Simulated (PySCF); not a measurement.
H4Ge (SMILES [GeH4]), singlet, geometry from GFN2-xTB; SCAN/6-31G** in PySCF.

Input for PySCF:
```python
from pyscf import gto, scf, dft

mol = gto.Mole()
mol.atom = '''
    Ge    0.000000   -0.000000    0.000000
    H    -0.590070   -0.864825   -1.049661
    H     0.555123   -0.846366    1.083234
    H    -1.048727    0.888596    0.555392
    H     1.083674    0.822595   -0.588965
'''
mol.basis = '6-31g**'
mol.charge = 0
mol.spin = 0
mol.verbose = 4
mol.build()

mf = dft.RKS(mol)
mf.xc = 'scan'
mf.grids.becke_scheme = dft.gen_grid.stratmann
mf.kernel()
mf.analyze()
```

It wrote (shortened):

```
PySCF version 2.14.0

[INPUT] verbose = 4
[INPUT] num. atoms = 5
[INPUT] num. electrons = 36
[INPUT] charge = 0
[INPUT] spin (= nelec alpha-beta = 2S) = 0
[INPUT] symmetry False subgroup None
[INPUT] Mole.unit = angstrom
[INPUT] Symbol           X                Y                Z      unit          X                Y                Z       unit  Magmom
[INPUT]  1 Ge     0.000000000000   0.000000000000   0.000000000000 AA    0.000000000000   0.000000000000   0.000000000000 Bohr   0.0
[INPUT]  2 H     -0.590070000000  -0.864825000000  -1.049661000000 AA   -1.115070694322  -1.634282395677  -1.983571813637 Bohr   0.0
[INPUT]  3 H      0.555123000000  -0.846366000000   1.083234000000 AA    1.049030435447  -1.599399941144   2.047015588817 Bohr   0.0
[INPUT]  4 H     -1.048727000000   0.888596000000   0.555392000000 AA   -1.981806809437   1.679203075384   1.049538771774 Bohr   0.0
[INPUT]  5 H      1.083674000000   0.822595000000  -0.588965000000 AA    2.047847068312   1.554479261437  -1.112982546954 Bohr   0.0

nuclear repulsion = 47.0000950020462
number of shells = 24
number of NR pGTOs = 123
number of NR cGTOs = 52
basis = 6-31g**
ecp = {}

******** <class 'pyscf.dft.rks.RKS'> ********
method = RKS
initial guess = minao
damping factor = 0
level_shift factor = 0
DIIS = <class 'pyscf.scf.diis.CDIIS'>
diis_start_cycle = 1
diis_space = 8
diis_damp = 0
SCF conv_tol = 1e-09
SCF conv_tol_grad = None
SCF max_cycles = 50
direct_scf = True
direct_scf_tol = 1e-13
XC library pyscf.dft.libxc version 7.1.2
    S. Lehtola, C. Steigemann, M. J. T. Oliveira, and M. A. L. Marques,  SoftwareX 7, 1–5 (2018)
XC functionals = scan
    J. Sun, A. Ruzsinszky, and J. P. Perdew,  Phys. Rev. Lett. 115, 036402 (2015)
    J. Sun, A. Ruzsinszky, and J. P. Perdew,  Phys. Rev. Lett. 115, 036402 (2015)
radial grids:
    Treutler-Ahlrichs [JCP 102, 346 (1995); DOI:10.1063/1.469408] (M4) radial grids

becke partition: Stratmann, Scuseria, Frisch. CPL, 257, 213 (1996); DOI:10.1016/0009-2614(96)00600-8
pruning grids: <function nwchem_prune>
grids dens level: 3
symmetrized grids: False
atomic radii adjust function: <function treutler_atomic_radii_adjust>
small_rho_cutoff = 0
Set gradient conv threshold to 3.16228e-05
Initial guess from minao.
tot grids = 59872
init E= -2078.53604995928
  HOMO = -0.363403314261292  LUMO = 0.0234811763913518  gap/eV = 10.52766
cycle= 1 E= -2079.24620399344  delta_E= -0.71  |g|= 0.409  |ddm|= 1.81
  HOMO = -0.31856638712554  LUMO = 0.0633320215882449  gap/eV = 10.39199
cycle= 2 E= -2079.24224129187  delta_E= 0.00396  |g|= 0.478  |ddm|= 0.264
  HOMO = -0.314752628137677  LUMO = 0.0672757023848913  gap/eV = 10.39552
cycle= 3 E= -2079.26018455364  delta_E= -0.0179  |g|= 0.0143  |ddm|= 0.185
  HOMO = -0.321203653374118  LUMO = 0.0625680514092505  gap/eV = 10.44296
cycle= 4 E= -2079.26023717729  delta_E= -5.26e-05  |g|= 0.00448  |ddm|= 0.0267
  HOMO = -0.320564481778694  LUMO = 0.0631257379471164  gap/eV = 10.44074
cycle= 5 E= -2079.2602423151  delta_E= -5.14e-06  |g|= 0.000526  |ddm|= 0.00753
  HOMO = -0.320571879717839  LUMO = 0.0631266995626119  gap/eV = 10.44097
cycle= 6 E= -2079.26024241706  delta_E= -1.02e-07  |g|= 7.63e-06  |ddm|= 0.000828
  HOMO = -0.320572014723218  LUMO = 0.0631278115954975  gap/eV = 10.44100
cycle= 7 E= -2079.26024241707  delta_E= -5.91e-12  |g|= 1.41e-06  |ddm|= 1.74e-05
  HOMO = -0.320572011739675  LUMO = 0.0631280039116105  gap/eV = 10.44101
Extra cycle  E= -2079.26024241707  delta_E= -1.36e-12  |g|= 1.1e-06  |ddm|= 3.63e-06
converged SCF energy = -2079.26024241707
**** SCF Summaries ****
Total Energy =                       -2079.260242417070458
Nuclear Repulsion Energy =              47.000095002046173
One-electron Energy =                -2989.886687727386743
Two-electron Energy =                  863.626350308270162
Two-electron Coulomb Energy =          944.296244211099747
DFT Exchange-Correlation Energy =      -80.669893902829557
HOMO-LUMO gap [eV] =                    10.441009241767160
**** MO energy ****
MO #1   energy= -398.141443472502  occ= 2
MO #2   energy= -49.6449882418998  occ= 2
MO #3   energy= -44.1302191845546  occ= 2
MO #4   energy= -44.1302187334594  occ= 2
MO #5   energy= -44.1302177116664  occ= 2
MO #6   energy= -6.18220608071344  occ= 2
MO #7   energy= -4.32662260926881  occ= 2
MO #8   energy= -4.32662140354056  occ= 2
MO #9   energy= -4.32661714840645  occ= 2
MO #10  energy= -1.1156146107571   occ= 2
MO #11  energy= -1.11561307388941  occ= 2
MO #12  energy= -1.11561104132665  occ= 2
MO #13  energy= -1.11193206385684  occ= 2
MO #14  energy= -1.11192926038852  occ= 2
MO #15  energy= -0.539377187478035 occ= 2
MO #16  energy= -0.320624810604064 occ= 2
MO #17  energy= -0.320585547272586 occ= 2
MO #18  energy= -0.320572011739675 occ= 2
MO #19  energy= 0.0631280039116105 occ= 0
MO #20  energy= 0.0632649144320923 occ= 0
MO #21  energy= 0.063298022310243  occ= 0
MO #22  energy= 0.0769488178771156 occ= 0
MO #23  energy= 0.192298205348914  occ= 0
MO #24  energy= 0.192417087407945  occ= 0
MO #25  energy= 0.19244846651542   occ= 0
MO #26  energy= 0.198937908817533  occ= 0
 ** Mulliken pop on meta-lowdin orthogonal AOs  **
 ** Mulliken pop  **
 ** Mulliken atomic charges  **
charge of    0Ge =      0.11672
charge of    1H =     -0.02917
charge of    2H =     -0.02917
charge of    3H =     -0.02912
charge of    4H =     -0.02925
Dipole moment(X, Y, Z, Debye): -0.00082, -0.00007, -0.00011
```
